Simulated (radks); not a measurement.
Question: Isoelectronic series with 27 electrons, each ion in its NIST ground configuration. Calculated with a radial shooting solver on a logarithmic mesh with Libxc functionals: scalar-relativistic Kohn-Sham, PBE, spin-polarised, spherical densities, finite nucleus; open shells are filled with parallel spins first (spin-orbit coupling, left out, can overturn this in heavy ions); Fermi nuclear charge, rms radius of each element as measured or else 0.836 A^(1/3) + 0.57 fm. Total energies (hartree) and orbital eigenvalues (eV):

ion    configuration  E (hartree)    3d down      3d up    3p down      3p up
Co      [Ar] 3d7 4s2  -1393.22011    -6.5380    -9.4076   -63.7249   -66.9650
Zn3+        [Ar] 3d9  -1793.49000   -50.1057   -51.2775  -124.4210  -125.6491
As6+        [Ar] 3d9  -2250.12831  -135.6201  -137.1414  -229.6415  -231.1294
Kr9+        [Ar] 3d9  -2763.14829  -251.5222  -253.3741  -365.7930  -367.5230
Mo15+       [Ar] 3d9  -3960.40862  -569.1545  -571.6420  -725.7451  -727.9364
Rh18+       [Ar] 3d9  -4646.06007  -769.9982  -772.7970  -948.9738  -951.3911
Cd21+       [Ar] 3d9  -5390.85248  -998.6289  -1001.737  -1201.056  -1203.698
Sb24+       [Ar] 3d9  -6195.76955  -1254.986  -1258.401  -1482.135  -1485.002
Xe27+       [Ar] 3d9  -7061.89800  -1539.055  -1542.776  -1792.420  -1795.512
La30+       [Ar] 3d9   -7990.4537  -1850.853  -1854.880  -2132.162  -2135.481
Nd33+       [Ar] 3d9   -8982.7742  -2190.421  -2194.754  -2501.656  -2505.201
Eu36+       [Ar] 3d9  -10040.2995  -2557.817  -2562.455  -2901.228  -2905.003
Dy39+       [Ar] 3d9  -11164.7041  -2953.113  -2958.056  -3331.240  -3335.246
Tm42+       [Ar] 3d9  -12357.8207  -3376.395  -3381.643  -3792.084  -3796.323

Estimate the row of Hf45+ ([Ar] 3d9).

Answer: E (hartree) -13621.5446; 3d down -3827.759; 3d up -3833.314; 3p down -4284.188; 3p up -4288.662.
